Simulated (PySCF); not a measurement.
## Electron correlation in Se²⁺ (selenium, charge +2)

[Ar] 3d10 4s2 4p2, high-spin 3P determinant. Calculation: PySCF 2.14, in cc-pVTZ-PP with ECP10MDF (5s4p3d1f, 39 functions); a scalar-relativistic core potential. Frozen: 3s2 3p6 3d10; 4 electrons correlated.

MP2 pair energies summed by pair of shells (mhartree):

```tsv
pair	energy	share (%)
4s-4p	-35.70	62.6
4s-4s	-15.65	27.5
4p-4p	-5.63	9.9
```

Total MP2 correlation energy: -56.99 mhartree.

Same-spin part -9.32 and opposite-spin part -47.67 mhartree; SCS-MP2 scales them by 1/3 and 6/5 to -60.31 mhartree.

```
  level  correlation energy (mhartree)
   CCSD                         -72.94
    (T)                          -1.49
CCSD(T)                         -74.43
```

Diagnostics: T1 = 0.0064, D1 = 0.0169, largest double amplitude 0.092.

Cost of the coupled-cluster step: 0.29 s of wall time on 1 thread of Neoverse-V2 (shared host), for 4 correlated electrons.

Iterations:

```
CC2 = 0
CCSD nocc = (np.int64(3), np.int64(1)), nmo = (30, 30)
frozen orbitals [[0, 1, 2, 3, 4, 5, 6, 7, 8], [0, 1, 2, 3, 4, 5, 6, 7, 8]]
max_cycle = 100
direct = 0
conv_tol = 1e-08
conv_tol_normt = 1e-06
diis_space = 8
diis_start_cycle = 0
Init t2, MP2 energy = -0.0569928523501415
Init E_corr(UCCSD) = -0.0569928523972199
cycle = 1  E_corr(UCCSD) = -0.0685563521757177  dE = -0.0115634998  norm(t1,t2) = 0.0394684
cycle = 2  E_corr(UCCSD) = -0.0714409734314989  dE = -0.00288462126  norm(t1,t2) = 0.0139281
cycle = 3  E_corr(UCCSD) = -0.0729525250462295  dE = -0.00151155161  norm(t1,t2) = 0.00590711
cycle = 4  E_corr(UCCSD) = -0.0729317174706263  dE = 2.08075756e-05  norm(t1,t2) = 0.000876298
cycle = 5  E_corr(UCCSD) = -0.0729371906851702  dE = -5.47321454e-06  norm(t1,t2) = 0.000105802
cycle = 6  E_corr(UCCSD) = -0.0729361459766065  dE = 1.04470856e-06  norm(t1,t2) = 1.94676e-05
cycle = 7  E_corr(UCCSD) = -0.0729366106164521  dE = -4.64639846e-07  norm(t1,t2) = 2.25633e-06
cycle = 8  E_corr(UCCSD) = -0.0729364871119472  dE = 1.23504505e-07  norm(t1,t2) = 4.23548e-07
cycle = 9  E_corr(UCCSD) = -0.0729365024475637  dE = -1.53356165e-08  norm(t1,t2) = 7.62173e-08
cycle = 10  E_corr(UCCSD) = -0.0729365034095643  dE = -9.62000646e-10  norm(t1,t2) = 1.39747e-08
UCCSD converged
E(UCCSD) = -370.8551087654574  E_corr = -0.07293650340956434
UCCSD(T) correction = -0.00149056855473953
```
